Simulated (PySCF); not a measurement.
## Relaxation of triplet PdCl₃⁺

Computed with UPBE0 in PySCF with Pd def2-SVP with ECP28, Cl def2-SVP; scalar-relativistic core potentials, no spin–orbit coupling; density-fitted integrals. A (50,194) grid was used.

A start at or just off a symmetric point, pushed along the force that breaks its symmetry, of Cs symmetry, free to break it:

```xyz
4
charge 1 multiplicity 3, angstrom
Pd   -0.0041   -0.0070   -0.1465
Cl    2.1664    0.0349    0.1480
Cl   -1.0531    1.8935    0.1488
Cl   -1.1010   -1.9072    0.1471
```

Optimiser trace:
```json
{"step": "0", "E − E(last) (kJ/mol)": "40.86", "largest gradient (Eh/bohr)": "0.00765"}
{"step": "1", "E − E(last) (kJ/mol)": "34.41", "largest gradient (Eh/bohr)": "0.00757"}
{"step": "2", "E − E(last) (kJ/mol)": "22.48", "largest gradient (Eh/bohr)": "0.01036"}
{"step": "3", "E − E(last) (kJ/mol)": "20.36", "largest gradient (Eh/bohr)": "0.00415"}
{"step": "4", "E − E(last) (kJ/mol)": "19.51", "largest gradient (Eh/bohr)": "0.00310"}
{"step": "5", "E − E(last) (kJ/mol)": "19.15", "largest gradient (Eh/bohr)": "0.00246"}
{"step": "6", "E − E(last) (kJ/mol)": "18.93", "largest gradient (Eh/bohr)": "0.00235"}
{"step": "7", "E − E(last) (kJ/mol)": "17.82", "largest gradient (Eh/bohr)": "0.00929"}
{"step": "8", "E − E(last) (kJ/mol)": "16.69", "largest gradient (Eh/bohr)": "0.01026"}
{"step": "9", "E − E(last) (kJ/mol)": "12.03", "largest gradient (Eh/bohr)": "0.01345"}
{"step": "10", "E − E(last) (kJ/mol)": "5.10", "largest gradient (Eh/bohr)": "0.01132"}
{"step": "11", "E − E(last) (kJ/mol)": "1.80", "largest gradient (Eh/bohr)": "0.00715"}
{"step": "12", "E − E(last) (kJ/mol)": "0.14", "largest gradient (Eh/bohr)": "0.00221"}
{"step": "13", "E − E(last) (kJ/mol)": "0.07", "largest gradient (Eh/bohr)": "0.00107"}
{"step": "14", "E − E(last) (kJ/mol)": "0.01", "largest gradient (Eh/bohr)": "0.00060"}
{"step": "15", "E − E(last) (kJ/mol)": "0.00", "largest gradient (Eh/bohr)": "0.00036"}
{"step": "16", "E − E(last) (kJ/mol)": "0.00", "largest gradient (Eh/bohr)": "0.00016"}
```

It ends at C2v with Pd–Cl 2.181 Å (×3); Cl–Pd–Cl 101.4° (×2), Cl–Pd–Cl 157.3° (after a last refinement on a finer grid). The frequency run here used a shortcut that can spoil soft modes, so no verdict on minimum or saddle point is given. Other isomers or separated fragments may lie lower.

With open d or f shells other occupations or spin states may lie lower.
